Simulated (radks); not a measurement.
Charge is removed step by step from the 5s1/2 level of Sn, starting from [Kr] 4d10 5s2 5p2. All-electron calculation, Dirac Kohn-Sham, PBE, spin-unpolarised, spherical densities, finite nucleus; open shells fill j = l - 1/2 first; Fermi nuclear charge, rms radius 4.6519 fm. Program: a radial shooting solver on a logarithmic mesh with Libxc functionals.

removed (e)  E - E(0) (eV)  eigenvalue (eV)  E minus straight line (eV)
0                    0.000          -10.321                       0.000
0.125                1.349          -11.273                      -0.439
0.25                 2.819          -12.248                      -0.758
0.375                4.412          -13.244                      -0.953
0.5                  6.131          -14.259                      -1.022
0.625                7.978          -15.292                      -0.964
0.75                 9.954          -16.341                      -0.776
0.875               12.064          -17.406                      -0.455
1                   14.307          -18.486                       0.000

Removing the whole electron costs 14.307 eV by Delta-SCF, against 10.321 eV from minus the eigenvalue at the starting occupation. Slater's transition state (half an electron removed) gives 14.259 eV. Integrating minus the eigenvalue over the occupation (Janak's theorem) gives 14.307 eV. The mean slope of the eigenvalue, de/dn, is 8.17 eV per electron.
